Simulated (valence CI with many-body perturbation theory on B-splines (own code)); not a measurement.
# E1 line list for Re⁴⁺

Level of theory: configuration interaction combined with many-body perturbation theory (CI+MBPT): three valence electrons over a frozen Dirac-Fock core [Xe] 4f14, radial functions for each j: 9 s, 9 p, 10 d, 8 f, 5 g, 3 h, 1 i, with the one-electron correlation potential Σ1, the two-electron term Σ2, the three-electron term Σ3, Breit, model QED; selected CI, second order for the rest, scaled by the run's own slope (own B-spline code, finite nucleus).

Set against measurement, 62 paired levels are off by 1190 cm⁻¹ on average, the worst by 2237. These come from a selection out of Brasseur, Gamrath and Quinet, At. Data Nucl. Data Tables 157, 101636 (2024). Levels without a partner in it may be off by more, other configurations by 1,000 to 8,000 cm⁻¹. 1 measured level below the end of the list, from 164068 cm⁻¹ on, found no clear computed partner.

Lines 201 to 225 of 225 in falling wavelength, among levels below 165810 cm⁻¹, chosen from the strongest by gf and those to the six lowest levels. Wavelengths and rates use the calculated energies, so an error of 1000 cm⁻¹ moves a line at 66.87 nm by 0.67 % and its rate by three times that or more. Electric multipoles are in the length gauge, E1 and E2 with the static RPA response of the core. Weak lines are less certain than strong ones. Lines between different terms over intervals too small for the method are left out, as are lines whose strength nearly cancels. Where a level lies close to another of its J and parity, the split of strength between their lines is uncertain. The highest levels of a list are the least certain.

Names give the largest LS component (configuration and term), which can be under half, so a name can repeat, a term be missing and a line seem to break the LS rules; names also repeat where a configuration has a term twice. Letters in brackets count levels of one name in rising energy.

| λ vac (nm) | λ from measured levels | Upper | Lower | A (s⁻¹) | log gf | Branch % |
| --- | --- | --- | --- | --- | --- | --- |
| 66.87 | 67.49 | 5d2 6p 2F°_5/2 [b] | 5d3 4F_7/2 | 2.85e+08 | -0.94 | 5.0 |
| 66.83 | 67.41 | 5d2 6p 4P°_3/2 | 5d3 4P_3/2 | 2.55e+06 | -3.17 | 0.1 |
| 66.82 | 67.50 | 5d2 6p 4D°_3/2 [b] | 5d3 4F_3/2 | 2.61e+08 | -1.16 | 5.6 |
| 66.82 | 67.37 | 5d2 6p 2G°_7/2 [b] | 5d3 4F_5/2 | 1.37e+08 | -1.13 | 3.3 |
| 66.52 | 67.12 | 5d2 6p 2F°_5/2 [a] | 5d3 4F_5/2 | 2.82e+07 | -1.95 | 0.8 |
| 66.42 | 66.90 | 5d2 6p 4D°_7/2 | 5d3 4F_7/2 | 2.19e+06 | -2.94 | 0.0 |
| 66.39 | 66.80 | 5d2 6p 4D°_5/2 [b] | 5d3 4P_3/2 | 7.67e+07 | -1.52 | 2.0 |
| 66.38 | 67.09 | 5d2 6p 4D°_1/2 [b] | 5d3 4F_3/2 | 1.53e+08 | -1.69 | 4.7 |
| 65.70 | 66.34 | 5d2 6p 2F°_7/2 | 5d3 4F_5/2 | 1.76e+07 | -2.04 | 0.5 |
| 65.63 | 66.04 | 5d2 6p 2G°_9/2 | 5d3 4F_9/2 | 2.84e+08 | -0.74 | 4.0 |
| 65.47 | 66.17 | 5d2 6p 4S°_3/2 | 5d3 4F_5/2 | 1.05e+08 | -1.57 | 2.1 |
| 65.42 | 66.07 | 5d2 6p 4D°_3/2 [c] | 5d3 4F_5/2 | 1.05e+07 | -2.57 | 0.3 |
| 65.07 | 65.66 | 5d2 6p 2F°_5/2 [b] | 5d3 4F_5/2 | 1.22e+08 | -1.33 | 2.2 |
| 64.66 | 65.31 | 5d2 6p 4D°_5/2 [b] | 5d3 4F_7/2 | 2.31e+06 | -3.06 | 0.1 |
| 64.64 | 65.11 | 5d2 6p 4D°_7/2 | 5d3 4F_5/2 | 8.13e+06 | -2.39 | 0.1 |
| 64.47 | 65.01 | 5d2 6p 2F°_5/2 [a] | 5d3 4F_3/2 | 3.05e+07 | -1.94 | 0.9 |
| 64.35 | 64.78 | 5d2 6p 2G°_9/2 | 5d3 4F_7/2 | 6.26e+07 | -1.41 | 0.9 |
| 63.49 | 64.11 | 5d2 6p 4S°_3/2 | 5d3 4F_3/2 | 9.04e+07 | -1.66 | 1.8 |
| 63.44 | 64.02 | 5d2 6p 4D°_3/2 [c] | 5d3 4F_3/2 | 1.93e+06 | -3.33 | 0.1 |
| 63.38 | 64.15 | 5d2 6p 4P°_3/2 | 5d3 4F_5/2 | 3.98e+07 | -2.02 | 1.0 |
| 63.11 | 63.63 | 5d2 6p 2F°_5/2 [b] | 5d3 4F_3/2 | 2.81e+05 | -4.00 | 0.0 |
| 62.98 | 63.60 | 5d2 6p 4D°_5/2 [b] | 5d3 4F_5/2 | 6.73e+05 | -3.62 | 0.0 |
| 61.66 | 62.27 | 5d2 6p 4P°_1/2 | 5d3 4F_3/2 | 5.28e+07 | -2.22 | 1.1 |
| 61.52 | 62.21 | 5d2 6p 4P°_3/2 | 5d3 4F_3/2 | 5.66e+07 | -1.89 | 1.4 |
| 61.15 | 61.69 | 5d2 6p 4D°_5/2 [b] | 5d3 4F_3/2 | 3.36e+05 | -3.95 | 0.0 |

Q: How does gf follow from A for the line at 63.49 nm?

A: gf = 1.4992 × (2J+1)_upper × A / σ², with σ = 157502 cm⁻¹ and 2J+1 = 4: gf = 0.0219.
